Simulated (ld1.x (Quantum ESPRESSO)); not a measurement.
Configuration tests for iron (PAW)

```json
{
 "Element": "Fe",
 "Generator": "ld1.x (Quantum ESPRESSO) 7.5",
 "Type": "PAW",
 "Functional": "PBE",
 "Relativity": "scalar-relativistic",
 "Frozen core": "[Ar]",
 "Valence charge": "8",
 "Reference configuration": "3d6 4s2 4p0",
 "Partial waves": "4s (bound): rcut 2.70, rcutus 2.85 bohr; 4s channel at 1.5 Ry: rcut 2.70, rcutus 2.85 bohr; 4p (bound, empty): rcut 2.15, rcutus 2.75 bohr; 4p channel at 4.65 Ry: rcut 2.15, rcutus 2.75 bohr; 3d (bound): rcut 1.85, rcutus 2.05 bohr; 3d channel at -0.05 Ry: rcut 1.85, rcutus 2.05 bohr",
 "Local potential": "all-electron potential smoothed inside 2.25 bohr (lloc = -2)",
 "Core correction": "Bessel-smoothed model core inside 1.50 bohr",
 "Augmentation charge": "BESSEL, radius 1.85 bohr"
}
```

Energies are relative to the spin-unpolarised reference configuration 3d6 4s2 4p0; without spin polarisation the order of configurations can differ from experiment. Not all tests gave a result: 2 of 7 tests not solved or not reliable. Left out of the table: 3d5 4s0 4p0 (solver errors, printed error -315 eV); 3d4 4s0 4p0 (solver errors, printed error -224 eV). The frozen-core shift is the all-electron ΔE with the core orbitals held at their reference shape minus the fully relaxed ΔE.

Q: Give the all-electron excitation energy and the error of the potential for: 3d6 4s1 4p0; 3d6 4s0 4p0; 3d5 4s2 4p0; 3d5 4s2 4p1; 3d6 4s1 4p1.

A:

| valence configuration | charge | ΔE all-electron (eV) | error AE − PS (meV) | frozen-core shift (meV) |
| --- | --- | --- | --- | --- |
| 3d6 4s1 4p0 | +1 | 8.729 | -3.1 | +2.3 |
| 3d6 4s0 4p0 | +2 | 24.932 | -14 | +9.5 |
| 3d5 4s2 4p0 | +1 | 14.207 | -178 | +171 |
| 3d5 4s2 4p1 | 0 | 8.747 | -174 | +172 |
| 3d6 4s1 4p1 | 0 | 4.105 | -1.1 | +0.9 |
